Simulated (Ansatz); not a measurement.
```yaml
crystal:
  periodic: [false, false, false]
  atoms:
    - {symbol: C, position_ang: [-0.480019, 1.000492, -1.787477]}
    - {symbol: Al, position_ang: [0.342063, -0.092349, -0.362077]}
    - {symbol: C, position_ang: [1.923287, 0.632000, 0.574449]}
    - {symbol: C, position_ang: [0.124355, -2.053783, -0.446495]}
    - {symbol: P, position_ang: [-1.418453, 0.379304, 1.505150]}
    - {symbol: H, position_ang: [0.125778, 0.942210, -2.699663]}
    - {symbol: H, position_ang: [-0.547229, 2.061666, -1.526324]}
    - {symbol: H, position_ang: [-1.484783, 0.660899, -2.059368]}
    - {symbol: H, position_ang: [1.828710, 1.697178, 0.809557]}
    - {symbol: H, position_ang: [2.145387, 0.104168, 1.507656]}
    - {symbol: H, position_ang: [2.812286, 0.530943, -0.059532]}
    - {symbol: H, position_ang: [0.365812, -2.550756, 0.498768]}
    - {symbol: H, position_ang: [0.801386, -2.472991, -1.200393]}
    - {symbol: H, position_ang: [-0.887323, -2.358779, -0.733350]}
    - {symbol: H, position_ang: [-2.525008, 1.211196, 1.230221]}
    - {symbol: H, position_ang: [-2.131875, -0.692591, 2.083225]}
    - {symbol: H, position_ang: [-0.430019, 1.300492, -1.787477]}
basis:
  gaussian: {orbitals: cc-pVTZ-DK}
total_charge: -1
magnetization: {spin_polarized: true, initial_magnetization: 1}
hamiltonian: {xc: {name: RPBE}}
scf: {lower_state_search: full}
output: {forces: true}
```

```sh
$ ansatz run in.yaml --threads 4 --pin off --events-out ev --progress --plain --max-ram 11315MiB
```

Shortened log:

```
Functional definition: RPBE
1755 factors; their error is unknown
mean field evaluation 1: about -19096.3807 eV, gradient 1.0e2 eV
mean field evaluation 2: about -19022.1866 eV, gradient 1.3e2 eV
mean field evaluation 4: about -19130.1088 eV, gradient 2.7e1 eV
mean field evaluation 8: about -19135.1713 eV, gradient 2.1e-1 eV
mean field evaluation 16: about -19135.1430 eV, gradient 7.8e-4 eV
mean field -19135.14300180 eV, -703.2035350505 hartree, gradient 7.9e-6 eV, S^2 0.750911; 5 other end points of the search recorded, 0 dependent functions left out
reference -19135.14305999 eV, -703.2035371888 hartree; 30, 29 occupied and 296, 297 virtual orbitals, 1755 factors
Total energy: -19135.14305999 eV, -703.2035371888 hartree
Relativity: scalar
Atom 0 at    -0.480019     1.000492    -1.787477 Å, force   -99.639483  -603.356008    -2.328312 eV/Å
Atom 1 at     0.342063    -0.092349    -0.362077 Å, force    -1.570750     0.402486     1.805921 eV/Å
Atom 2 at     1.923287     0.632000     0.574449 Å, force     0.469725     0.038275    -0.371100 eV/Å
Atom 3 at     0.124355    -2.053783    -0.446495 Å, force     0.303474    -0.275023    -0.691595 eV/Å
Atom 4 at    -1.418453     0.379304     1.505150 Å, force     1.084972     0.532847     0.369180 eV/Å
Atom 5 at     0.125778     0.942210    -2.699663 Å, force    -0.112649    -0.396857     0.038372 eV/Å
Atom 6 at    -0.547229     2.061666    -1.526324 Å, force    -0.819637     4.945735     1.779493 eV/Å
Atom 7 at    -1.484783     0.660899    -2.059368 Å, force     1.202857     0.764074     0.506772 eV/Å
Atom 8 at     1.828710     1.697178     0.809557 Å, force    -0.123912     0.186499     0.023269 eV/Å
Atom 9 at     2.145387     0.104168     1.507656 Å, force    -0.071300    -0.172089     0.208638 eV/Å
Atom 10 at     2.812286     0.530943    -0.059532 Å, force     0.443334     0.035454    -0.138960 eV/Å
Atom 11 at     0.365812    -2.550756     0.498768 Å, force     0.033509     0.029323     0.251151 eV/Å
Atom 12 at     0.801386    -2.472991    -1.200393 Å, force     0.238350    -0.398126    -0.246251 eV/Å
Atom 13 at    -0.887323    -2.358779    -0.733350 Å, force    -0.226721    -0.003874    -0.009185 eV/Å
Atom 14 at    -2.525008     1.211196     1.230221 Å, force    -0.406225     0.080221    -0.296011 eV/Å
Atom 15 at    -2.131875    -0.692591     2.083225 Å, force    -0.345490    -0.513145    -0.121974 eV/Å
Atom 16 at    -0.430019     1.300492    -1.787477 Å, force    99.539946   598.100208    -0.779409 eV/Å
Dipole moment:     0.268679    -0.750954    -0.475420 e Å
```

In this input one atom was put on top of another. The calculation finished and met its thresholds. The result belongs to that input, not to the molecule as meant.
